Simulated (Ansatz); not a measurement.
# Abstraction of H: CH6OSi + GeH(CH3)(SH) → CH5OSi + GeH2(CH3)(SH)

Species: CH6OSi `CO[SiH3]`, singlet; GeH(CH3)(SH), doublet; CH5OSi `CO[SiH2]`, doublet; GeH2(CH3)(SH), singlet. A radical takes H: the energy is the difference in strength between the Si–H bond broken and the Ge–H bond made.

Shapes, held fixed at every level: PBE0-D4/def2-TZVP. Flexible molecules stand in one conformer, not always the lowest. Programs: Ansatz 0.2.0. The zero-point and thermal change to 298 K, harmonic and unscaled (PBE0-D4/def2-TZVP), is -1.9 kJ/mol.

```
               level                   kind  ΔH(298 K) (kJ/mol)  less CCSD(T)/def2-TZVPP
      MP2/def2-TZVPP    perturbation theory               +35.2                     -0.9
         HF/def2-SVP           Hartree–Fock               +35.5                     -0.6
r2SCAN-D4/def2-TZVPP               meta-GGA               +36.3                     +0.2
 B3LYP-D4/def2-TZVPP          global hybrid               +42.3                     +6.2
  PBE0-D4/def2-TZVPP          global hybrid               +35.3                     -0.8
   B2PLYP/def2-TZVPP          double hybrid               +40.6                     +4.5
  CCSD(T)/def2-TZVPP  coupled cluster or CI               +36.1                      0.0
```

The highest level, CCSD(T)/def2-TZVPP, gives ΔH(298 K) = +36.1 kJ/mol; the levels span +35.2 to +42.3. The column of differences is taken from that level and isn't an error. No measured value is set beside it here. Open shells run unrestricted. Relativity is left out for Ge. Outer-core shells of Ge are correlated, in sets that cover them unevenly.
